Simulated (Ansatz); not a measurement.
```xyz
13

C     1.8165    0.4439   -0.7694
N     0.6428   -0.3949   -0.7041
Ti   -0.9372   -0.1183    0.2614
O    -0.7864   -0.7819    1.9381
O    -2.2458   -1.0154   -0.6060
O    -1.1929    1.6709    0.3781
H     2.7143   -0.0714   -0.4053
H     1.6716    1.3316   -0.1502
H     2.0168    0.7897   -1.7903
H     0.6848   -1.1812   -1.3404
H    -0.0592   -1.2373    2.3618
H    -2.8805   -1.6589   -0.2916
H    -1.4448    2.2232    1.1179
```

Charge 0, multiplicity 1.

Question: List the PBE0/def2-TZVPP orbital energies in eV (Ansatz 0.2.0). (Best estimate.)

Answer: Ansatz gave: Occupied: -4874.65, -545.15, -522.29, -522.19, -522.12, -454.80, -454.78, -454.75, -390.84, -278.71, -66.35, -41.95, -41.89, -41.76, -26.89, -26.69, -26.59, -24.02, -18.29, -13.51, -13.45, -13.41, -13.28, -11.93, -11.66, -9.99, -9.74, -9.63, -9.25, -9.17, -9.09, -8.54, -6.86. Lowest empty: -1.01, -0.66, -0.02, 0.06, 0.29, 0.55, 1.59, 1.64.
